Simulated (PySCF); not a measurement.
Te(I)(SiH3) (H3ISiTe), SMILES [SiH3][Te]I.

Geometry: B3LYP-D3(BJ)/def2-SVP. The def2 effective core potentials stand for the cores of I, Te; spin–orbit coupling is left out.

All values below come from B3LYP-D3(BJ)/def2-SVP (PySCF).

Frequencies are harmonic and unscaled.

Computed harmonic wavenumbers and intensities:
```csv
mode,ν (cm⁻¹),IR (km/mol),Raman (Å⁴/amu),depolarisation,moving atoms (share of kinetic energy)
1,76,0.2,4.1,0.62,"Si 55 %, I 18 %, Te 14 %, H 13 %"
2,123,0.0,0.1,0.75,H 99 %
3,196,2.3,12.0,0.27,"I 51 %, Te 49 %"
4,322,7.2,15.8,0.24,"Si 73 %, Te 19 %, H 8 %"
5,544,4.4,13.7,0.74,"H 89 %, Si 10 %"
6,552,5.4,15.6,0.75,H 93 %
7,880,413.8,15.7,0.44,H 92 %
8,925,45.0,24.8,0.75,H 97 %
9,950,41.1,18.7,0.75,H 97 %
10,2218,85.9,313.2,0.09,H 98 %
11,2242,56.9,144.1,0.44,H 96 %
12,2248,73.0,94.4,0.75,H 96 %
```
